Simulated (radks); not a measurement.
Numerical settings for neutral lead, [Hg] 6p2. Method: scalar-relativistic Kohn-Sham, LDA (Slater exchange, Perdew-Wang correlation), spin-unpolarised, spherical densities, finite nucleus; Fermi nuclear charge, rms radius 5.5012 fm; computed with a radial shooting solver on a logarithmic mesh with Libxc functionals. The defaults (mesh step 0.008 in ln r, mesh end at 40 bohr or more with all orbitals vanishing there, Anderson mixing 0.5 over 9 steps, residual threshold near 1e-9 with the energy settled to 1e-9 hartree or 1e-11 of itself, here a cap of 62 iterations) give E = -20864.868 hartree and 6p at -3.706 eV in 15 iterations. Run on one thread of a shared host, so times are rough (Arm Neoverse N1): 0.21 s of CPU time, 0.21 s wall, 15 iterations on 2440 mesh points. Changes against that run (0 stands for a change within the tolerance of the run):

setting,iterations,converged,E (mhartree),e(6p) (meV),CPU (s)
mesh step in ln r 0.003,15,yes,0,0,0.52
mesh step in ln r 0.12,4,no,diverged,-,0.01
mesh step in ln r 0.005,15,yes,0,0,0.31
mesh end (bohr) 12,15,yes,+0.11,+11.1,0.19
mesh end (bohr) 2,13,level above zero,+1.95e+04,+1.37e+05,0.14
residual threshold 1e-16,62,no,0,0,0.41
residual threshold 0.1,10,yes,0,-0.139,0.16
mixing 2.5,16,yes,0,0,0.22
"linear mixing, mixing 0.8",62,no,+4.28,+93.4,0.92
"linear mixing, mixing 1",62,no,+1.6e+06,+3.72e+03,2.5
mixing history 3,16,yes,0,0,0.21
iteration cap 3,3,no,-136,-314,0.06

Settled on a wrong energy, with an occupied level pushed above zero by the early mesh end: mesh end (bohr) 2 (+19.5 hartree). Apart from these: no run marked as converged misses the energy by more than 1 mhartree. A mesh that ends early acts as a hard wall.
